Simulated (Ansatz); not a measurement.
C$_{2}$H$_{4}$O$_{2}$Si (`O=C1CO[SiH2]1`). Charge 0, multiplicity 1. The structure was optimised at the PBE0-D4/def2-TZVP level.

```xyz
9

O     0.344    0.279   -2.177
C     0.171    0.116   -1.012
C    -0.713    0.895   -0.020
O    -0.426    0.153    1.171
Si    0.638   -0.969    0.535
H    -0.410    1.944    0.073
H    -1.776    0.845   -0.281
H     2.012   -0.889    1.096
H     0.158   -2.373    0.614
```

What is the dipole moment at PBE/def2-TZVPP? (Estimate.)

Ansatz gave: 0.91 D, with components (-0.12, -0.14, 0.90) D in this frame, pointing from negative to positive charge.

And with r2SCAN, B3LYP, ωB97M-V? (Best estimate.)

Ansatz gave: r2SCAN 1.02 D, B3LYP 1.08 D, ωB97M-V 1.13 D.

Give the Mulliken charges with PBE, ωB97M-V, r2SCAN in def2-TZVPP. (Best estimate.)

The calculation gave: 
```json
{"atom": "O1", "PBE": "-0.18", "ωB97M-V": "-0.23", "r2SCAN": "-0.26"}
{"atom": "C2", "PBE": "0.01", "ωB97M-V": "0.01", "r2SCAN": "0.04"}
{"atom": "C3", "PBE": "0.11", "ωB97M-V": "0.07", "r2SCAN": "0.20"}
{"atom": "O4", "PBE": "-0.34", "ωB97M-V": "-0.40", "r2SCAN": "-0.43"}
{"atom": "Si5", "PBE": "0.36", "ωB97M-V": "0.40", "r2SCAN": "0.49"}
{"atom": "H6", "PBE": "0.08", "ωB97M-V": "0.11", "r2SCAN": "0.06"}
{"atom": "H7", "PBE": "0.08", "ωB97M-V": "0.11", "r2SCAN": "0.06"}
{"atom": "H8", "PBE": "-0.06", "ωB97M-V": "-0.03", "r2SCAN": "-0.08"}
{"atom": "H9", "PBE": "-0.06", "ωB97M-V": "-0.03", "r2SCAN": "-0.08"}
```

B3LYP here is the variant with VWN-RPA as its local correlation; programs differ in this.
